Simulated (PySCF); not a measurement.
How methods differ on the excitation energy of Ne⁺

Ne⁺ [He] 2s2 2p5 (2P) → Ne⁺ [He] 2s1 2p5 3s1 (4P), as a difference of total energies. All numbers are calculated (PySCF 2.14, the spin-free X2C one-electron Hamiltonian (Gaussian nucleus), in aug-cc-pVQZ-DK). Correlated levels: valence: 1s2 frozen. The calculations carry no spin-orbit coupling.

```tsv
method	excitation energy (eV)
UHF	52.563
LDA	50.200
PBE	50.245
PBE0	51.134
r2SCAN	51.543
wB97M-V	51.508
r2SCANh	51.712
BLYP	50.217
B2PLYP	51.872
MP2 (valence)	52.460
SCS-MP2 (valence)	52.358
```

Q: How much does correlation contribute at MP2 (valence)?

A: 52.460 − (52.563) = -0.103 eV, measured against UHF.

The upper state lies above the first ionisation limit, where it may autoionise and the basis confines it. A Rydberg-like electron needs more diffuse functions than a valence basis has.

The promoted electron is Rydberg-like, and one or two diffuse shells describe it only roughly, which tends to raise the upper state.
